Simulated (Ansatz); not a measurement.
CH4INOSi, SMILES `N[Si]1(I)CO1`, 9 atoms. The species carries charge 0 and has multiplicity 1. Correlated methods include outer-core shells of I, which these sets cover unevenly. I takes the def2 core potential. All runs use 4 threads of an Intel Xeon Platinum 8488C on a shared host. Correlated methods freeze the cores.

(1) How many basis functions does each run have, and how long does it take in Ansatz? RKS ωB97M-V/def2-QZVPP energy; RKS PBE0-D4/def2-TZVP frequencies; RHF-MP2/def2-QZVPP energy; RKS ωB97M-V/def2-SVP energy; RKS PBE0-D4/def2-SVP energy; RKS HSE06 (plane-wave form)-D4/def2-TZVPP energy; direct RPA on PBE orbitals/def2-TZVPP energy; RKS B97M-V/def2-TZVPP energy; RHF-CCSD(T)/def2-SVP energy; RKS PBE0-D4/def2-TZVP relaxation (11 steps); RKS r2SCANh-D4/def2-TZVPP energy; RKS SPW92 (LDA)/def2-TZVPP energy. (An estimate is asked.)

Results:

(1) The calculation gave: Other jobs shared the machine, so times are rough.

| level | job | functions | wall time | peak host memory (GiB) |
| --- | --- | --- | --- | --- |
| RKS SPW92 (LDA)/def2-TZVPP | energy | 241 | 1.3 s | 0.33 |
| RKS PBE0-D4/def2-SVP | energy | 106 | 1.6 s | 0.24 |
| RKS HSE06 (plane-wave form)-D4/def2-TZVPP | energy | 241 | 3.3 s | 0.7 |
| RKS r2SCANh-D4/def2-TZVPP | energy | 241 | 4.1 s | 0.68 |
| RKS ωB97M-V/def2-SVP | energy | 106 | 4.6 s | 0.36 |
| RKS B97M-V/def2-TZVPP | energy | 241 | 5.5 s | 0.42 |
| RHF-CCSD(T)/def2-SVP | energy | 106 | 7 s | 0.55 |
| direct RPA on PBE orbitals/def2-TZVPP | energy | 241 | 7.5 s | 0.67 |
| RKS ωB97M-V/def2-QZVPP | energy | 443 | 16 s | 2 |
| RHF-MP2/def2-QZVPP | energy | 443 | 18 s | 2.5 |
| RKS PBE0-D4/def2-TZVP | relaxation (11 steps) | 204 | 40 s | 0.61 |
| RKS PBE0-D4/def2-TZVP | frequencies | 204 | 2.6 min | 0.61 |
